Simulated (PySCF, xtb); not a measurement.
Sn(F)(Cl)2(OH) (Cl2FHOSn), SMILES [OH][Sn]([F])([Cl])[Cl]. Other conformers were not sampled.

Harmonic wavenumbers (cm⁻¹) from GFN2-xTB run with xtb at its own minimum, in rising order: 84, 91, 100, 119, 135, 163, 275, 357, 391, 468, 823, 3576.

Problem. What does B3LYP-D3(BJ)/def2-SVP (PySCF) give at its own minimum? (Estimate from the structure and the level; the computed values follow.)

Solution. 47, 105, 138, 149, 161, 171, 373, 403, 634, 647, 889, 3790. Paired by order, the mean absolute difference is 83 cm⁻¹ and the zero-point energies are 9.4 and 10.7 kcal/mol.
